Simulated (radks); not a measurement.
Spherical jellium clusters: N electrons in a uniform positive sphere of charge N and radius rs N^(1/3), rs = 4.27 bohr. Level of theory: non-relativistic Kohn-Sham, PBEsol, spin-polarised, spherical densities (a radial shooting solver with Libxc functionals). Levels are named by radial order and angular momentum (1s, 1p, 1d, 2s, ...), and open shells are averaged over m. Each electron was tried in the lowest free levels, single moves between levels near the top were tried too, and the lowest total energy was kept; such a search can miss a lower state. The series stops at N = 16: beyond it a trial failed or the search could not be trusted, so later rows were left out. Energies include the self-energy of the background; IP and EA are vertical (highest electron removed, lowest free level filled), at fixed background; spill-out counts the electrons outside the background radius R, and alpha is the static dipole polarisability from linear response (closed shells only). A dash means not computed or, for alpha, an open shell; in EA it means that no bound solution was reached, which is typical of self-interaction and does not show that the anion is unstable. Real open-shell clusters deform, which this model forbids.

N        open shells  2S  E(N+1) + E(N-1) - 2E(N) (eV)  IP (eV)  -e(HOMO) (eV)  spill-out (e)
1   1s(up 1, down 0)   1                             -        -          2.900           0.35
2               none   0                         0.893    4.931          3.011           0.51
3   1p(up 1, down 0)   1                        -0.612    3.686          2.099           0.79
4   1p(up 2, down 0)   2                        -0.401    4.187          2.570           0.96
5   1p(up 3, down 0)   3                         0.404    4.447          2.865           1.07
6   1p(up 3, down 1)   2                        -0.396    3.921          2.543           1.20
7   1p(up 3, down 2)   1                        -0.257    4.240          2.840           1.31
8               none   0                         1.053    4.425          3.042           1.40
9   1d(up 1, down 0)   1                        -0.257    3.306          2.057           1.57
10  1d(up 2, down 0)   2                        -0.210    3.540          2.299           1.70
11  1d(up 3, down 0)   3                        -0.176    3.717          2.489           1.81
12  1d(up 4, down 0)   4                        -0.149    3.856          2.644           1.91
13  1d(up 5, down 0)   5                         0.402    3.968          2.773           1.99
14  1d(up 5, down 1)   4                        -0.189    3.529          2.408           2.09
15  1d(up 5, down 2)   3                        -0.153    3.694          2.576           2.18
16  1d(up 5, down 3)   2                             -    3.822          2.712           2.27

All shells are closed at N = 2, 8 (there: 1s2 1p6); the second difference of the energy has clear peaks (12 % above both neighbours; the first and last values, which can be the largest, are not judged, and half-filled shells can peak too) at N = 5, 8, 13.
